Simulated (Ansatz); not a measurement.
Total energies of CH₈BNSi (`B[SiH2]CN`).

| atom | x (Å) | y (Å) | z (Å) |
| --- | --- | --- | --- |
| B1 | 1.805 | 1.294 | 0.866 |
| Si2 | 0.186 | 0.820 | -0.225 |
| C3 | -0.575 | -0.856 | 0.192 |
| N4 | -1.680 | -1.174 | -0.702 |
| H5 | 2.346 | 0.524 | 1.605 |
| H6 | 2.289 | 2.385 | 0.773 |
| H7 | -0.844 | 1.894 | -0.130 |
| H8 | 0.643 | 0.787 | -1.653 |
| H9 | 0.233 | -1.606 | 0.217 |
| H10 | -0.957 | -0.789 | 1.217 |
| H11 | -2.072 | -2.085 | -0.494 |
| H12 | -1.374 | -1.194 | -1.666 |

The species carries charge 0 and has multiplicity 1. The geometry is a stationary point of PBE0-D4/def2-TZVP. It is one conformer, not always the lowest. Basis def2-TZVPP, Ansatz.

RPA on PBE orbitals: Hartree–Fock energy of these orbitals -410.55533 Eh, correlation -1.09991 Eh (frozen core).

```
functional  energy without D4 (Eh)  D4 term (kJ/mol)
      BLYP              -411.94515             -44.4
    r2SCAN              -411.90793              -5.0
      PBE0              -411.73731             -17.0
     B3LYP              -412.05114             -32.3
   r2SCANh              -411.90242              -5.3
     BHLYP              -411.94443             -24.2
   LC-ωPBE              -411.84743                 –
   ωB97M-V              -411.91926                 –
    B2PLYP              -411.77843                 –
  PBE-QIDH              -411.63482                 –
```

Problem. Give the same for LDA (SPW92), PBE, revPBE, B97M-V, r2SCAN0, HSE06 (plane-wave form), CAM-B3LYP, ωB97X-V. (Estimate.)

Solution. Ansatz gave: 
```tsv
functional	energy without D4 (Eh)	D4 term (kJ/mol)
LDA (SPW92)	-409.68831	–
PBE	-411.68482	-20.1
revPBE	-411.91540	-63.1
B97M-V	-411.94205	–
r2SCAN0	-411.89506	-5.9
HSE06 (plane-wave form)	-411.72271	-15.8
CAM-B3LYP	-411.95259	-17.1
ωB97X-V	-411.93675	–
```

B3LYP takes the VWN-RPA correlation (the form of Gaussian; ORCA's B3LYP/G). HSE06 is the plane-wave form, built on full-range PBE exchange. The double hybrids freeze the cores in their second-order part.

LC-ωPBE has ω = 0.4 bohr⁻¹.
